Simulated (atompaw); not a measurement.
What one change does to a pseudopotential (fluorine (F), PAW (atompaw))

atompaw 4.2.0.5 input, output lines left out:

```
F 9
GGA-PBE scalarrelativistic loggrid 1500 logderivrange -4 5 226
2 2 0 0 0 0
2 0 1.75
2 1 5.25
0 0 0
c
v
v
1
1.65 1.30 1.65 1.10
y
-1.9
n
y
-0.5
n
custom rrkj gramschmidtortho sinc
bessel
0.70
0.70
1.65
1.65
```

Change: all radii scaled by about 0.89 (s 0.62, p 1.48 bohr); local potential bessel scheme, radius 1.48 bohr; augmentation sinc compensation charge, radius 1.16 bohr; PAW radius 1.48 bohr; waves and projectors: custom rrkj gramschmidtortho; core correction smooth core density matched at 0.98 bohr.

Cutoffs: the cutoffs (Ry, on a coarse ladder) from which the occupation-weighted sum of valence levels, in a spherical-Bessel basis at the reference potential, stays within 10 and 1 mRy of its value at 400 Ry; they do not see the model core or the augmentation charge, which bear on the density cutoff.

**Question.** What does the change do?

**Answer.** The potential gets harder (60 Ry and 90 Ry → 90 Ry and 120 Ry); neither file shows a bound ghost. A smaller radius makes the pseudo-wave follow the all-electron one further in, where it bends more sharply, so more plane waves are needed.

| quantity | base | changed |
| --- | --- | --- |
| cutoff, loose | 60 Ry | 90 Ry |
| cutoff, tight | 90 Ry | 120 Ry |
| loose cutoff by channel (10 mRy a level) | s 50 Ry, p 25 Ry | s 80 Ry, p 30 Ry |
| bound ghosts | none | none |
| lowest overlap eigenvalue by channel | s 0.85, p 1.00 | s 0.71, p 0.96 |

 The cutoffs see the waves, projectors and local potential, not the compensation charge or the core.
